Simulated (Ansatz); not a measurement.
As₂H₄, relaxed as a singlet with RKS PBE0-D4/def2-TZVP in Ansatz, starting from the GFN2-xTB geometry. Force threshold 0.02 eV/Å.

Start:

Cartesian coordinates in Å:
```
As -1.001 -0.578 -0.294
As 1.003 0.576 0.293
H -1.438 0.525 -1.226
H -0.340 -1.260 -1.467
H 0.340 1.262 1.462
H 1.436 -0.525 1.231
```

Task: Estimate the energy that the relaxation releases and the steps that it takes.

Result: 3.9 kJ/mol, in 4 steps; 16 s on 4 threads of Intel Xeon on a shared host. No frequencies were taken in this run, so the end may be a saddle point.

Task: Does the start keep its bonding and symmetry?

Result: By distances, no bond broke or formed. The bond that changes most is As1–As2, from 2.39 to 2.45 Å (atoms count from 1). Point group C2h at the start, C2h at the end, both within 0.05 Å.

Task: Predict the relaxed structure.

Result: 
```xyz
6

As   -1.0273   -0.5914   -0.3147
As    1.0289    0.5888    0.3143
H    -1.4644    0.5488   -1.2282
H    -0.3322   -1.2928   -1.4768
H     0.3316    1.2948    1.4723
H     1.4634   -0.5483    1.2331
```
Bond lengths: 1 × As–As 2.45 Å; 4 × As–H 1.53 Å.
